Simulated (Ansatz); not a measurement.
Total energies of CH₅AlGeOS.

```xyz
10

O    -1.406    0.578   -1.978
Ge   -1.304    0.679   -0.200
Al   -0.125   -0.850    1.252
C     1.465   -0.529    0.169
S     0.891    1.204    0.460
H    -1.061   -0.254   -2.311
H    -2.117    1.949    0.102
H    -0.325   -1.373    2.727
H     1.557   -0.748   -0.891
H     2.425   -0.656    0.670
```

The species carries charge 0 and has multiplicity 1. Correlated methods include outer-core shells of Ge, which these sets cover unevenly. Scalar relativity is left out up to krypton. The structure was optimised at the PBE0-D4/def2-TZVP level. It is one conformer, not always the lowest. Basis def2-TZVPP, the Gaussian-basis code of Ansatz.

RPA on PBE orbitals: Hartree–Fock energy of these orbitals -2830.47682 Eh, correlation -1.48701 Eh (frozen core).

```csv
functional,energy without D4 (Eh),D4 term (kJ/mol)
CAM-B3LYP,-2834.15820,-24.4
B2PLYP,-2833.37794,–
```

Problem. Give the same for LDA (SPW92), PBE, revPBE, BLYP, r2SCAN, B97M-V, PBE0, B3LYP, r2SCANh, r2SCAN0, HSE06 (plane-wave form), BHLYP, LC-ωPBE, ωB97X-V, ωB97M-V, PBE-QIDH. (Estimate.)

Solution. The calculation gave: 
```tsv
functional	energy without D4 (Eh)	D4 term (kJ/mol)
LDA (SPW92)	-2827.58694	–
PBE	-2833.32372	-27.5
revPBE	-2833.75677	-70.7
BLYP	-2834.09564	-58.8
r2SCAN	-2833.95795	-6.3
B97M-V	-2833.51280	–
PBE0	-2833.43550	-23.5
B3LYP	-2834.16137	-45.0
r2SCANh	-2833.93866	-6.9
r2SCAN0	-2833.91154	-7.7
HSE06 (plane-wave form)	-2833.41716	-22.2
BHLYP	-2833.98519	-39.7
LC-ωPBE	-2833.53084	–
ωB97X-V	-2833.74732	–
ωB97M-V	-2833.87843	–
PBE-QIDH	-2832.91760	–
```

B3LYP takes the VWN-RPA correlation (the form of Gaussian; ORCA's B3LYP/G). HSE06 is the plane-wave form, built on full-range PBE exchange. The double hybrids freeze the cores in their second-order part.

LC-ωPBE has ω = 0.4 bohr⁻¹.
